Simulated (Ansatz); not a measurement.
Consider the atomization: `CB(C)N` → B• + 2 C• + 8 H• + N•.

Program: Ansatz. Geometries: PBE0-D4/def2-TZVP. ΔE: electronic, gas phase. CCSD(T)/CBS adds triple-zeta CCSD(T) − MP2 to the extrapolated MP2 energy (def2 sets, frozen cores). This one scheme is used for every species, atoms too. Open shells (•) are unrestricted, without spin–orbit coupling. Spin–orbit coupling would lower the free atoms: a little for B, C. Each species was taken in one conformer, which may not be the lowest.

| species | CCSD(T)/CBS(def2) energy (Eh) |
| --- | --- |
| `CB(C)N` | -160.48988 |
| B• | -24.60433 |
| C• | -37.79194 |
| H• | -0.50000 |
| N• | -54.53257 |

(1) Work out ΔE.

Largest T1 diagnostic among the species: 0.014.

Results:

(1) ΔE = 8 × (-0.50000) + 2 × (-37.79194) + (-24.60433) + (-54.53257) − (-160.48988) = 1.76910 Eh = +48.14 eV.

From PBE to PBE0 (25 % exact exchange), in def2-TZVPP and without D4, ΔE moves by −0.56 eV: exact exchange takes away binding that semilocal exchange gives to molecules. Leaving LDA and LC-ωPBE aside and taking each functional with its dispersion term where it has one, the values, not all of them listed here, spread over 1.65 eV, from BHLYP-D4 to PBE-D4. LDA lies +5.55 eV from PBE without D4, its usual overbinding.

For atomizations the MP2-based limit and the directly extrapolated one differ by several kJ/mol either way, and by 10 to 25 for some Ge, Se and Sn compounds, so smaller differences from it don't rank the levels.
